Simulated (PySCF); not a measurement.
# Vibration and rotation of ZnP⁺

ROHF-CCSD(T) constants of ZnP⁺, ³Σ⁻ (triplet), unpaired electrons π ↑↑ (basis Zn x2c-SVPall, P x2c-SVPall; spin-free X2C with a Gaussian nucleus; PySCF 2.14; masses 63.9291 and 30.9738 u):

| Quantity | Value |
| --- | --- |
| ωe | 290.3 cm⁻¹ |
| ωexe | 1.36 cm⁻¹ |
| Be | 0.14512 cm⁻¹ |
| αe | 0.000994 cm⁻¹ |
| D (centrifugal) | 1.45e-07 cm⁻¹ |
| De to Zn⁺ + P | 1.83 eV |

(1) Give the vibrational terms G(v) and spacings up to v = 6.

(2) How well does the Morse estimate ωe²/(4ωexe) reproduce De, and what is D0?

Correlated steps freeze 10 core orbitals. Correlated levels converge slowly with the basis: in double zeta they bind strong bonds too weakly, by up to about 1 eV, and carry superposition errors of some tenths. For an ion De counts to the pair picked by the measured ionisation energies or electron affinities, which need not be the lowest pair at this level. The state is the lowest determinant that a PBE0 search found; another state may lie lower at other levels.

Answers

(1) G(v) = ωe(v+½) − ωexe(v+½)².

```json
{"v": "0", "G(v) (cm⁻¹)": "144.8", "G(v) − G(v−1)": "", "Bv (cm⁻¹)": "0.1446"}
{"v": "1", "G(v) (cm⁻¹)": "432.4", "G(v) − G(v−1)": "287.6", "Bv (cm⁻¹)": "0.1436"}
{"v": "2", "G(v) (cm⁻¹)": "717.2", "G(v) − G(v−1)": "284.9", "Bv (cm⁻¹)": "0.1426"}
{"v": "3", "G(v) (cm⁻¹)": "999.4", "G(v) − G(v−1)": "282.1", "Bv (cm⁻¹)": "0.1416"}
{"v": "4", "G(v) (cm⁻¹)": "1278.8", "G(v) − G(v−1)": "279.4", "Bv (cm⁻¹)": "0.1406"}
{"v": "5", "G(v) (cm⁻¹)": "1555.5", "G(v) − G(v−1)": "276.7", "Bv (cm⁻¹)": "0.1397"}
{"v": "6", "G(v) (cm⁻¹)": "1829.5", "G(v) − G(v−1)": "274.0", "Bv (cm⁻¹)": "0.1387"}
```

(2) It gives 1.92 eV, 105 % of the computed De. D0 = De − G(0) = 1.83 − 0.02 = 1.81 eV.
